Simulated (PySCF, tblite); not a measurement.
Isomers of C2H8NSi (doublet state), one GFN2-xTB conformer each. Single-point energies are computed at B3LYP/pcH-1 (PySCF, gas phase, no added dispersion term), electronic only. GFN2-xTB treats the open shell by occupation alone, and not every SCF solution was tested for stability.

```tsv
SMILES	GFN2-xTB relative energy (kcal/mol)
CN(C)[SiH2]	0.0
C[Si](C)N	10.8
```

Conformers: `[CH3:1][N:2]([CH3:3])[SiH2:4]` (doublet state) with C1–N2–Si4–H -163° and -41°; `[CH3:1][Si:2]([CH3:3])[NH2:4]` (doublet state) with C1–Si2–N4–H -170° and 50°.

Q: What does B3LYP/pcH-1 give for the same structures?

A: 
```csv
SMILES,B3LYP/pcH-1 E (Eh),B3LYP/pcH-1 (kcal/mol),GFN2-xTB (kcal/mol),point group
C[Si](C)N,-425.30514,0.0,10.8,Cs
CN(C)[SiH2],-425.25345,32.4,0.0,Cs
```

GFN2-xTB puts CN(C)[SiH2] lowest instead. As drawn, the lower has an N–H bond and an Si–C bond, which the higher lacks.

Q: What happens when harmonic zero-point energies from GFN2-xTB frequencies are added?

A: 
| SMILES | ZPE (kcal/mol) | electronic (kcal/mol) | with ZPE (kcal/mol) |
| --- | --- | --- | --- |
| C[Si](C)N | 61.9 | 0.0 | 0.0 |
| CN(C)[SiH2] | 60.0 | 32.4 | 30.6 |

The zero-point energies span 1.9 kcal/mol. The order is unchanged.
